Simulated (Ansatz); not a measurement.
`C[CH2][In]([OH])[Cl]` + HCl → `C[CH2][In]([Cl])[Cl]` + H₂O at 400 K and 1 bar (ligand exchange at the In–O bond).

Isolated molecules relaxed with PBE0-D4/def2-TZVP in Ansatz; ΔE leaves out vibrations. CBS: MP2 limit from def2 TZ/QZ plus the TZ coupled-cluster correction, frozen cores. This one scheme is used for every species. def2 core potentials past Kr. For In outer-core shells are correlated without core-valence functions, which leaves a few kJ/mol of doubt a bond. Each species was taken in one conformer, which may not be the lowest.

```
               species  CCSD(T)/CBS energy (Eh)  H − E (kJ/mol)  S (J/(mol·K))
`C[CH2][In]([OH])[Cl]`               -804.55778           244.9          440.4
                   HCl               -460.38127            29.6          195.4
`C[CH2][In]([Cl])[Cl]`              -1188.59496           212.0          441.4
                   H₂O                -76.37941            69.8          198.6
```

H − E and S are ideal-gas, rigid-rotor, harmonic terms from PBE0-D4/def2-TZVP, for one conformer and one mirror image of each species. 1 Eh = 2625.50 kJ/mol, R = 8.31446 J/(mol·K).

Question: By hand: ΔE, ΔH, ΔS and ΔG.

Answer: ΔE = (-1188.59496) + (-76.37941) − (-804.55778) − (-460.38127) = -0.03532 Eh = -92.7 kJ/mol. Δ(H − E) = 212.0 + 69.8 − 244.9 − 29.6 = 7.3, so ΔH = -85.4 kJ/mol. ΔS = 441.4 + 198.6 − 440.4 − 195.4 = 4.2 J/(mol·K). ΔG = -85.4 − 400 × (4.2)/1000 = -87.1 kJ/mol.

Question: By hand: the equilibrium constant, and the temperature at which ΔG would vanish if ΔH and ΔS stayed fixed.

Answer: log₁₀ K = −ΔG/(RT ln 10) = 11.4. ΔH and −TΔS have one sign here, so there is no such temperature.

The number of gas molecules stays the same, so ΔS is small and ΔH decides. A doubt of 5 kJ/mol in ΔE shifts log₁₀ K by 0.7 here. Other conformers and mirror images would add mixing entropy, several J/(mol·K) or more a flexible species. Modes under 60 cm⁻¹, often nearly free rotors, make the harmonic entropy too high. These are equilibria of isolated gas molecules and say nothing of rates. Largest T1 diagnostic: 0.014 (customary marks: 0.02 for closed shells, 0.045 for open ones).

ΔS is within the doubt of such terms, so its sign, and with it that verdict, could turn.
